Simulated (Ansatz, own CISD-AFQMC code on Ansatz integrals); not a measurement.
CH3ClSi, SMILES `C[Si]Cl` (lower singlet) (charge 0, multiplicity 1). This singlet lies 1.63 eV below the relaxed triplet at the level frozen-core CCSD(T)/cc-pVTZ // B3LYP-D3(BJ)/def2-TZVP (Ansatz).

Cartesian coordinates (Å):
SMILES: C[Si]Cl
```xyz
6

C     -0.6036     0.0145    -0.0276
Si     0.9273    -1.0396    -0.3981
Cl     2.4034     0.3184     0.2581
H     -0.6671     0.2039     1.0499
H     -1.5198    -0.4856    -0.3490
H     -0.5360     0.9909    -0.5171
```
Charge 0, spin multiplicity 1.

Frozen-core correlation energies in cc-pVDZ at a geometry from B3LYP-D3(BJ)/def2-TZVP, on an HF energy of -788.06334 Ha (<S^2> = 0.00, restricted and unstable towards unrestricted orbitals). Wave-function levels are from Ansatz, the walk from an own CISD-AFQMC code on Ansatz integrals (time step 0.005/Ha, trial state from CCSD amplitudes, largest double 0.09).

```tsv
level	correlation energy (mHa)
MP2	-359.2
CCSD	-401.6
CCSD(T)	-412.5
CCSDT(Q)	-414.4
```

What correlation energy does phaseless AFQMC give, and where does it lie among these levels?

-413.9 ± 0.4 mHa (one standard error). AFQMC minus each level: MP2 -54.7 mHa, CCSD -12.3 mHa, CCSD(T) -1.3 mHa, CCSDT(Q) +0.6 mHa.
